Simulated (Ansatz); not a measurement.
One change: `C=C[Se][SiH2]C` becomes `C=C[Se]CC`.

Ansatz, PBE0-D4/def2-TZVP geometries, multiplicity 1. Each molecule was computed in one conformer, which needn't be the lowest.

Scalar relativity is left out up to krypton. Spin–orbit coupling is left out; it splits and shifts lone-pair levels of the heavy atoms by tenths of an eV.

| property | `C=C[Se][SiH2]C` |
| --- | --- |
| HOMO–LUMO gap (PBE/def2-TZVPP) / eV | 4.32 |
| HOMO–LUMO gap (B3LYP/def2-TZVPP) / eV | 5.82 |
| HOMO energy (ωB97M-V/def2-TZVPP) / eV | -8.42 |
| size of the dipole moment (ωB97M-V/def2-TZVPP) / D | 0.96 |
| LUMO energy (PBE/def2-TZVPP) / eV | -0.99 |
| HOMO–LUMO gap (PBE0/def2-TZVPP) / eV | 6.25 |

Question: Give the same properties after the change, and the shifts. (An estimate is asked.)

Answer: The calculation gave: 
```csv
property,`C=C[Se]CC`,shift
HOMO–LUMO gap (PBE/def2-TZVPP) / eV,4.16,-0.16
HOMO–LUMO gap (B3LYP/def2-TZVPP) / eV,5.71,-0.11
HOMO energy (ωB97M-V/def2-TZVPP) / eV,-8.12,0.30
size of the dipole moment (ωB97M-V/def2-TZVPP) / D,1.21,0.25
LUMO energy (PBE/def2-TZVPP) / eV,-0.84,0.15
HOMO–LUMO gap (PBE0/def2-TZVPP) / eV,6.13,-0.12
```

With PBE0 the HOMO rises by 0.32 eV and the LUMO rises by 0.20 eV, so the gap narrows by about 0.12 eV. PBE moves the HOMO by 0.31 eV and ωB97M-V by 0.30 eV. Dipoles are sizes alone; their direction can turn.

B3LYP here is the variant with VWN-RPA as its local correlation; programs differ in this.
